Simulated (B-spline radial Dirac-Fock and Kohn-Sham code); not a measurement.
# O 2p3/2: cross section and angular parameters

System: atomic oxygen, configuration [He] 2s2 2p4; threshold 13.16 eV (orbital energy of the model). Model: Dirac-Hartree-Slater photoionisation with a Latter tail; cross sections with all multipoles, angular parameters from the dipole term and its interference with E2. Program: an atomic code on a B-spline grid.

```
hν (eV)    σ (kb)      β      γ      δ
   62.8      2170  1.457  0.050  0.008
   69.6      1760  1.476  0.057  0.008
   70.7      1700  1.478  0.059  0.008
   74.3      1530  1.485  0.063  0.008
     80      1300  1.493  0.070  0.008
   80.2      1290  1.493  0.070  0.008
   91.7       940  1.502  0.084  0.009
    100       760  1.504  0.094  0.009
    124       437  1.492  0.124  0.011
    144       292  1.470  0.145  0.012
    150       262  1.463  0.151  0.012
    155       239  1.456  0.156  0.013
    165       201  1.441  0.165  0.013
    227      80.3  1.342  0.211  0.017
    400      14.2  1.103  0.293  0.030
    588      4.09  0.915  0.346  0.044
    600      3.83  0.905  0.348  0.045
    826      1.31  0.752  0.388  0.062
    873      1.09  0.727  0.395  0.065
    956     0.794  0.686  0.406  0.071
   1380     0.218  0.537  0.452  0.098
   1780    0.0869  0.452  0.487  0.119
   1820    0.0801  0.445  0.490  0.121
 2984.4    0.0126  0.299  0.588  0.174
   3510   0.00671  0.252  0.620  0.195
   3540         ?      ?      ?      ?
   4810   0.00193  0.168  0.664  0.241
 5414.7   0.00121  0.144  0.679  0.260
   8560  0.000194  0.081  0.780  0.340
 9251.7  0.000141  0.072  0.804  0.355
```

Question: Give the values at 3540 eV.

Answer: σ = 0.00649 kb, β = 0.249, γ = 0.622, δ = 0.196.

Values without a named source are computed, but for edge energies of neutral atoms, which are taken from tables.
